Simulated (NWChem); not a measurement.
System: C2H6BFO; SMILES CB(O)CF

NWChem printed, in part:

```
             Northwest Computational Chemistry Package (NWChem) 7.3.0
             --------------------------------------------------------

                             Geometry "geometry" -> ""
                             -------------------------

 Output coordinates in angstroms (scale by  1.889725989 to convert to a.u.)

  No.       Tag          Charge          X              Y              Z
 ---- ---------------- ---------- -------------- -------------- --------------
    1 C                    6.0000    -0.65108300     1.95000500     0.00981600
    2 B                    5.0000     0.03584600     0.53473000    -0.02211400
    3 O                    8.0000     1.39280700     0.42610000    -0.03114000
    4 C                    6.0000    -0.78085500    -0.83649500    -0.01831100
    5 F                    9.0000     0.11878200    -1.92287800     0.00624400
    6 H                    1.0000     0.04594400     2.76254000    -0.27433200
    7 H                    1.0000    -1.55226500     2.00442600    -0.63553100
    8 H                    1.0000    -1.00310800     2.16125400     1.04427200
    9 H                    1.0000     1.62228600    -0.52926200    -0.02286400
   10 H                    1.0000    -1.42704900    -0.93216700    -0.92206100
   11 H                    1.0000    -1.45942500    -0.91661500     0.86260200

 Effective nuclear repulsion energy (a.u.)     166.7264897683

                                 NWChem DFT Module
                                 -----------------

 Summary of "ao basis" -> "ao basis" (spherical)
 ------------------------------------------------------------------------------
       Tag                 Description            Shells   Functions and Types
 ---------------- ------------------------------  ------  ---------------------
 C                          def2-svp                 6       14   3s2p1d
 B                          def2-svp                 6       14   3s2p1d
 O                          def2-svp                 6       14   3s2p1d
 F                          def2-svp                 6       14   3s2p1d
 H                          def2-svp                 3        5   2s1p

            General Information
            -------------------
          SCF calculation type: DFT
          Wavefunction type:  closed shell.
          No. of atoms     :    11
          No. of electrons :    40
           Alpha electrons :    20
            Beta electrons :    20
          Charge           :     0
          Spin multiplicity:     1
          Use of symmetry is: off; symmetry adaption is: off
          Maximum number of iterations: 150
          AO basis - number of functions:   100
                     number of shells:    48
          Convergence on energy requested:  1.00D-06
          Convergence on density requested:  1.00D-05
          Convergence on gradient requested:  5.00D-04

              XC Information
              --------------
                         B3LYP Method XC Potential
                     Hartree-Fock (Exact) Exchange  0.200
                        Slater Exchange Functional  0.800 local
                    Becke 1988 Exchange Functional  0.720 non-local
              Lee-Yang-Parr Correlation Functional  0.810
                  VWN I RPA Correlation Functional  0.190 local

             Grid Information
             ----------------
          Grid used for XC integration:  medium
          Radial quadrature: Mura-Knowles
          Angular quadrature: Lebedev.
          Tag              B.-S. Rad. Rad. Pts. Rad. Cut. Ang. Pts.
          ---              ---------- --------- --------- ---------
          C                   0.70       49          10.0       434
          B                   0.85       49           8.0       434
          O                   0.60       49          10.0       434
          F                   0.50       49          12.0       434
          H                   0.35       45          11.0       434
          Grid pruning is: on
          Number of quadrature shells:   515
          Spatial weights used:  Erf1

      Superposition of Atomic Density Guess
      -------------------------------------

 Sum of atomic energies:        -276.73295501

      Non-variational initial energy
      ------------------------------

 Total energy =    -278.988634
 1-e energy   =    -708.903616
 2-e energy   =     263.188492
 HOMO         =      -0.341433
 LUMO         =       0.044948

     ---------------------------------------------
      Total Density - Mulliken Population Analysis
     ---------------------------------------------

    Atom       Charge   Shell Charges
 -----------   ------   -------------------------------------------------------
    1 C    6     6.45   1.99  0.97  0.21  2.13  1.14  0.01
    2 B    5     4.73   1.99  0.89  0.18  1.25  0.29  0.13
    3 O    8     8.52   1.99  1.11  0.57  3.07  1.77  0.01
    4 C    6     5.78   1.99  0.94  0.22  1.76  0.82  0.04
    5 F    9     9.47   1.99  1.14  0.79  3.45  2.10  0.00
    6 H    1     0.87   0.65  0.19  0.03
    7 H    1     0.86   0.65  0.19  0.03
    8 H    1     0.85   0.64  0.19  0.03
    9 H    1     0.65   0.52  0.07  0.06
   10 H    1     0.91   0.67  0.21  0.02
   11 H    1     0.91   0.67  0.21  0.02

   convergence    iter        energy       DeltaE   RMS-Dens  Diis-err
 ---------------- ----- ----------------- --------- --------- ---------
 d= 0,ls=0.0,diis     1   -279.5054745825 -4.46D+02  1.31D-02  7.37D-01
 d= 0,ls=0.0,diis     2   -279.4591149304  4.64D-02  7.13D-03  1.42D+00
 d= 0,ls=0.0,diis     3   -279.5911979957 -1.32D-01  1.31D-03  4.12D-02
 d= 0,ls=0.0,diis     4   -279.5943390246 -3.14D-03  5.28D-04  6.98D-03
 d= 0,ls=0.0,diis     5   -279.5950252913 -6.86D-04  1.15D-04  4.25D-04
  Resetting Diis
 d= 0,ls=0.0,diis     6   -279.5950606088 -3.53D-05  3.67D-05  2.84D-05
 d= 0,ls=0.0,diis     7   -279.5950634911 -2.88D-06  1.10D-05  6.58D-07
 d= 0,ls=0.0,diis     8   -279.5950634584  3.28D-08  6.00D-06  9.86D-07

         Total DFT energy =     -279.595063458373
      One electron energy =     -713.416004770863
           Coulomb energy =      303.309563834391
    Exchange-Corr. energy =      -36.215112290228
 Nuclear repulsion energy =      166.726489768327

 Numeric. integr. density =       39.999992232322

                       DFT Final Molecular Orbital Analysis
                       ------------------------------------

 Vector   18  Occ=2.000000D+00  E=-3.547309D-01
              MO Center=  5.6D-01,  3.3D-01,  3.9D-02, r^2= 3.2D+00
   Bfn.  Coefficient  Atom+Function         Bfn.  Coefficient  Atom+Function
  ----- ------------  ---------------      ----- ------------  ---------------
    34      0.470944   3 O  pz               37      0.324451   3 O  pz
    62      0.272752   5 F  pz                6     -0.190455   1 C  pz
    65     -0.189689   5 F  pz               81     -0.180274   8 H  s
    20     -0.143433   2 B  pz               23      0.103249   2 B  pz
    82     -0.102281   8 H  s                 9     -0.098625   1 C  pz

 Vector   19  Occ=2.000000D+00  E=-3.442148D-01
              MO Center= -1.3D-01, -9.9D-01, -1.3D-02, r^2= 2.6D+00
   Bfn.  Coefficient  Atom+Function         Bfn.  Coefficient  Atom+Function
  ----- ------------  ---------------      ----- ------------  ---------------
    62      0.440652   5 F  pz               65     -0.317603   5 F  pz
    34     -0.294957   3 O  pz               48      0.273393   4 C  pz
    91     -0.241635  10 H  s                96      0.242250  11 H  s
    37     -0.212474   3 O  pz               97      0.152737  11 H  s
    92     -0.148345  10 H  s                51      0.050743   4 C  pz

 Vector   20  Occ=2.000000D+00  E=-3.016588D-01
              MO Center= -1.4D-01, -8.4D-03, -1.7D-02, r^2= 3.0D+00
   Bfn.  Coefficient  Atom+Function         Bfn.  Coefficient  Atom+Function
  ----- ------------  ---------------      ----- ------------  ---------------
    19      0.328968   2 B  py               47      0.275881   4 C  py
     5      0.241576   1 C  py               46      0.230725   4 C  px
    61      0.226237   5 F  py               45      0.179378   4 C  s
     3     -0.170749   1 C  s                64     -0.170002   5 F  py
    60      0.168427   5 F  px               32      0.167553   3 O  px

 Vector   21  Occ=0.000000D+00  E= 9.657357D-03
              MO Center= -8.6D-02,  5.2D-01, -2.8D-02, r^2= 2.8D+00
   Bfn.  Coefficient  Atom+Function         Bfn.  Coefficient  Atom+Function
  ----- ------------  ---------------      ----- ------------  ---------------
    23     -0.588226   2 B  pz               20      0.554419   2 B  pz
    82      0.388700   8 H  s                97      0.369056  11 H  s
    92     -0.343974  10 H  s                37      0.310955   3 O  pz
    34      0.288742   3 O  pz               77     -0.250484   7 H  s
    81      0.160082   8 H  s                51     -0.154001   4 C  pz

 Vector   22  Occ=0.000000D+00  E= 4.696396D-02
              MO Center= -7.0D-01,  3.5D-01,  5.0D-02, r^2= 6.5D+00
   Bfn.  Coefficient  Atom+Function         Bfn.  Coefficient  Atom+Function
  ----- ------------  ---------------      ----- ------------  ---------------
     3      1.729511   1 C  s                45      1.488865   4 C  s
    17     -1.253170   2 B  s                92     -0.787960  10 H  s
    97     -0.731883  11 H  s                82     -0.650609   8 H  s
    77     -0.639508   7 H  s                31      0.459970   3 O  s
    49     -0.394855   4 C  px               87     -0.366855   9 H  s

 Vector   23  Occ=0.000000D+00  E= 6.884495D-02
              MO Center= -5.7D-02,  5.0D-02, -2.5D-02, r^2= 5.8D+00
   Bfn.  Coefficient  Atom+Function         Bfn.  Coefficient  Atom+Function
  ----- ------------  ---------------      ----- ------------  ---------------
     3      1.211741   1 C  s                72     -0.709998   6 H  s
    87      0.645986   9 H  s                45      0.600786   4 C  s
    31     -0.528047   3 O  s                77     -0.523662   7 H  s
    59     -0.484408   5 F  s                82     -0.483204   8 H  s
    50     -0.407303   4 C  py               49      0.262583   4 C  px

     ---------------------------------------------
      Total Density - Mulliken Population Analysis
     ---------------------------------------------

    Atom       Charge   Shell Charges
 -----------   ------   -------------------------------------------------------
    1 C    6     6.03   1.98  0.90  0.13  2.14  0.86  0.02
    2 B    5     5.17   1.98  0.83  0.16  1.59  0.47  0.14
    3 O    8     8.10   1.99  1.09  0.55  2.89  1.57  0.01
    4 C    6     5.76   1.99  0.93  0.11  2.02  0.65  0.05
    5 F    9     9.31   1.99  1.13  0.81  3.35  2.03  0.01
    6 H    1     0.96   0.73  0.20  0.02
    7 H    1     0.97   0.73  0.21  0.02
    8 H    1     0.96   0.73  0.21  0.03
    9 H    1     0.81   0.67  0.07  0.07
   10 H    1     0.97   0.74  0.20  0.02
   11 H    1     0.97   0.74  0.20  0.02

     -------------------------------------------
      Total Density - Lowdin Population Analysis
     -------------------------------------------

    Atom       Charge   Shell Charges
 -----------   ------   -------------------------------------------------------
    1 C    6     6.13   1.96  0.57  0.31  1.90  1.33  0.05
    2 B    5     5.13   1.96  0.52  0.22  1.47  0.65  0.31
    3 O    8     7.96   1.97  0.86  0.56  2.70  1.86  0.02
    4 C    6     5.93   1.96  0.60  0.31  1.81  1.11  0.12
    5 F    9     9.16   1.98  1.02  0.76  3.23  2.17  0.01
    6 H    1     0.95   0.62  0.26  0.06
    7 H    1     0.96   0.63  0.27  0.06
    8 H    1     0.95   0.62  0.26  0.07
    9 H    1     0.90   0.54  0.18  0.17
   10 H    1     0.96   0.64  0.26  0.06
   11 H    1     0.96   0.64  0.26  0.06

     Multipole analysis of the density
     ---------------------------------

     L   x y z        total         alpha         beta         nuclear
     -   - - -        -----         -----         ----         -------
     0   0 0 0      0.000000    -20.000000    -20.000000     40.000000

     1   1 0 0     -0.526683     -0.287416     -0.287416      0.048148
     1   0 1 0      0.047192      0.016241      0.016241      0.014710
     1   0 0 1      0.018031      0.294721      0.294721     -0.571412

     2   2 0 0    -21.655981    -68.091122    -68.091122    114.526263
     2   1 1 0     -1.222605      6.983775      6.983775    -15.190155
     2   1 0 1     -0.004031      0.623990      0.623990     -1.252011
     2   0 2 0    -24.906237   -157.942520   -157.942520    290.978803
     2   0 1 1      0.144016     -0.355748     -0.355748      0.855512
     2   0 0 2    -21.535552    -16.441495    -16.441495     11.347438

                     NWChem Electrostatic Potential Fit Module
                     -----------------------------------------

 Atom parameters

 Number of atoms is                                   11
 Number of basis functions is                        100

 Grid parameters

 Maximum number of grid points is                  41657
 Number of grid points is                          41656
 Grid range                                     0.300000 nm
 Grid spacing                                   0.020000 nm
 Probe radius                                   0.070000 nm
 Atom radius factor                             1.000000

 Atomic radii

    1    0.100000
    5    0.158000
    6    0.147000
    8    0.136000
    9    0.128000
 FASTESP  F
  using M.O. file = ./job.movecs

    Atom              Coordinates                           Charge

                                                  ESP

    1 C    -0.065108    0.195001    0.000982   -0.288696
    2 B     0.003585    0.053473   -0.002211    0.420440
    3 O     0.139281    0.042610   -0.003114   -0.587487
    4 C    -0.078086   -0.083650   -0.001831    0.146171
    5 F     0.011878   -0.192288    0.000624   -0.288930
    6 H     0.004594    0.276254   -0.027433    0.086964
    7 H    -0.155227    0.200443   -0.063553    0.032398
    8 H    -0.100311    0.216125    0.104427    0.059162
    9 H     0.162229   -0.052926   -0.002286    0.390156
   10 H    -0.142705   -0.093217   -0.092206    0.016070
   11 H    -0.145943   -0.091662    0.086260    0.013752
                                            ------------
                                                0.000000

 Dipole moment                                  0.534564

 Quadrupole moment Qxx                          4.863892
                   Qyy                         -7.650828
                   Qzz                          2.786936

 RMS deviation kJ/mol                           0.047366

 RRMS %                                        27.160600
```

Level: B3LYP/def2-SVP. The geometry was optimised at PBE-D3(BJ)/def2-SVP.

**Question.** Which NWChem input produces such a log?

**Answer.** Several could match; the one computed here: the input that was run:
```
start job
memory heap 200 mb stack 700 mb global 900 mb
geometry units angstroms noautosym nocenter noautoz
  C     -0.651083     1.950005     0.009816
  B      0.035846     0.534730    -0.022114
  O      1.392807     0.426100    -0.031140
  C     -0.780855    -0.836495    -0.018311
  F      0.118782    -1.922878     0.006244
  H      0.045944     2.762540    -0.274332
  H     -1.552265     2.004426    -0.635531
  H     -1.003108     2.161254     1.044272
  H      1.622286    -0.529262    -0.022864
  H     -1.427049    -0.932167    -0.922061
  H     -1.459425    -0.916615     0.862602
end
basis spherical
  C library def2-svp
  B library def2-svp
  O library def2-svp
  F library def2-svp
  H library def2-svp
end
dft
  xc b3lyp
  iterations 150
  mulliken
end
task dft energy
esp
  recalculate
  probe 0.07
  range 0.3
  factor 1.0
  spacing 0.02
end
task esp
```
